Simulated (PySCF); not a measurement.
## Spinor energies of S³⁺ (sulfur, charge +3)

Start: [Ne] 3s1 3p2; 3s1/2 filled at m_j = +1/2; 3p3/2 filled at m_j = +1/2, +3/2. Calculated with PySCF 2.14 in x2c-TZVPall-2c (5s6p2d1f, 40 functions): generalised Hartree-Fock with the X2C-1e Hamiltonian and a Gaussian nucleus; one run each with spin-orbit coupling (SO) switched off, then screened by Boettger's factors. This is a chosen level, not necessarily the ground level.

```
spinor shell  electrons  ε, spin-free (eV)  ε, screened SO (eV)  weight of nominal j (screened SO)  rms radius, screened SO (bohr)
       1s1/2          2            -2555.1              -2555.1                              1.000                           0.112
       2s1/2          2            -288.53              -288.54                              1.000                           0.515
       2p1/2          2            -224.29              -225.45                              0.784                           0.488
       3s1/2          1            -63.402              -63.406                              0.999                            1.62
       3p3/2          2            -48.715              -48.696                              0.828                            1.77
```

(1) Where does 2p3/2 lie, and what is the 2p spin-orbit splitting (screened SO)?

```json
{"quantity": "E (hartree)", "spin-free": "-395.89133", "screened SO": "-395.89041"}
{"quantity": "M_J", "spin-free": "5/2", "screened SO": "5/2"}
{"quantity": "⟨J²⟩", "spin-free": "8.754", "screened SO": "8.754"}
{"quantity": "⟨L²⟩", "spin-free": "2.004", "screened SO": "2.004"}
{"quantity": "⟨S²⟩", "spin-free": "3.750", "screened SO": "3.750"}
```

Each row is a mean over spinors that exchange with the open shell spreads, by up to 2.484 eV (2p3/2).

Rows whose weight is well below 1 are mixtures of j = l ± 1/2: exchange outweighs spin-orbit coupling there, and the label is only the starting occupation.

Without spin-orbit coupling the j labels of p, d and f shells carry no meaning; the spin-free column gives the mean over the occupied spinors of each nl shell.

## Answers

(1) At -223.73 eV, 1.722 eV above 2p1/2.
